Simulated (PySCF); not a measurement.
PySCF was given this input:
```python
from pyscf import gto, scf, dft

mol = gto.Mole()
mol.atom = '''
    F     1.54731953   -0.15245928    0.26101946
    Si   -0.00000000    0.00000000    0.00000000
    F    -0.32583460    1.49808438   -0.36762443
    F    -0.79475106   -0.40706562    1.29932330
    F    -0.42673386   -0.93855948   -1.19271834
'''
mol.basis = 'aug-cc-pvdz'
mol.charge = 1
mol.spin = 1
mol.verbose = 4
mol.build()

mf = dft.UKS(mol)
mf.xc = 'r2scan'
mf.grids.atom_grid = (99, 590)
mf.grids.prune = None
mf.kernel()
```

Problem. What does this run give for the Mulliken (on the basis functions themselves) charges in atom order, HOMO energy, total energy, <S^2>?

Solution. 
```json
{
 "Mulliken (on the basis functions themselves) charges in atom order": "F1 -0.40, Si2 2.62, F3 -0.40, F4 -0.40, F5 -0.40",
 "HOMO energy": "-18.79 eV",
 "total_energy": "-688.4230 Eh",
 "<S^2>": "0.754"
}
```

These values belong to the state on which the SCF converged, which isn't shown to be the lowest.

Problem. Roughly what does it cost on one core?

Solution. roughly 3 core-minutes.
